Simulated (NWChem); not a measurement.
Molecule: CH3BF2O; SMILES B(F)(F)CO

```xyz
8

O      0.0659    -1.9440     0.0967
C     -0.7449    -0.8121    -0.0762
B     -0.0038     0.5663     0.0046
F     -0.6613     1.7088     0.0450
F      1.3169     0.6289    -0.0067
H      0.9044    -1.7866    -0.3489
H     -1.3132    -0.8319    -1.0349
H     -1.5308    -0.8277     0.7001
```
Atoms are numbered in this order, from 1.

Geometry: optimised at PBE0/def2-SVP.

### Question
List the 4 lowest vertical singlet excitations from PBE/6-31G* (spherical d), TDA (NWChem).

### Answer
| state | energy (eV) | oscillator strength | leading excitation (squared amplitude) |
|---|---|---|---|
| S1 | 5.57 | 0.016 | HOMO → LUMO (0.99) |
| S2 | 7.25 | 0.020 | HOMO−1 → LUMO (0.98) |
| S3 | 7.34 | 0.002 | HOMO → LUMO+1 (0.98) |
| S4 | 8.35 | 0.032 | HOMO → LUMO+2 (0.97) |
